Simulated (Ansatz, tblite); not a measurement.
Cost and result up the ladder for the cluster CaO2⁻ (the lowest doublet isomer of a short search) (3 atoms). Total charge -1; doublet. Geometry: PBE0-D4/def2-TZVPD.

```xyz
3

Ca   -0.001    0.000    0.000
O     0.448    1.930    0.074
O    -0.447   -1.930   -0.073
```

Ansatz on 4 threads of Arm Neoverse V1 on a shared host; xTB runs through tblite on one thread. Times are rough, summed over both states, and most runs start from the orbitals of an earlier one. PBE-QIDH/def2-TZVPD serves as the yardstick here, not as an exact answer. The other state is a quartet at its own geometry.

The xTB rows come from tblite. Correlated methods freeze 7 core orbitals; core or outer-core shells of Ca are correlated, in sets that lack core-valence functions. The structure comes from a short search, and lower isomers may exist.

Run but left out: HF/STO-3G, HF/def2-TZVPD, MP2/def2-TZVPD (doublet: ⟨S²⟩ 1.63 to 1.78, where a pure state has 0.75); HF/def2-TZVPPD, MP2/def2-TZVPPD, CCSD/def2-TZVPPD, CCSD(T)/def2-TZVPPD (flagged by the program: lower state).

Correlated methods converge slowly with the basis.

xTB has no spin-polarisation term.

```tsv
level	functions	wall time	quartet − doublet (eV)	difference from PBE-QIDH/def2-TZVPD (eV)	remarks
GFN1-xTB	17	0.004 s	4.16	3.70	–
GFN2-xTB	17	0.005 s	2.70	2.24	–
PBE-D4/def2-TZVPD	116	3.6 s	1.86	1.40	HOMO above zero (doublet), HOMO above zero (quartet)
revPBE-D4/def2-TZVPD	116	3.6 s	1.71	1.25	HOMO above zero (doublet), HOMO above zero (quartet)
RPA@PBE/def2-TZVPD	116	4 s	0.98	0.52	–
B2PLYP/def2-TZVPD	116	7.2 s	1.03	0.57	–
PBE-QIDH/def2-TZVPD	116	7.2 s	0.46	0.00	–
BHLYP-D4/def2-TZVPD	116	7.6 s	-0.01	-0.47	HOMO above zero (quartet)
r2SCAN-D4/def2-TZVPD	116	9.4 s	1.34	0.88	HOMO above zero (doublet), HOMO above zero (quartet)
PBE0-D4/def2-TZVPD (with forces)	116	10 s	0.90	0.44	HOMO above zero (quartet)
B97M-V/def2-TZVPD	116	18 s	1.23	0.77	HOMO above zero (doublet), HOMO above zero (quartet)
```
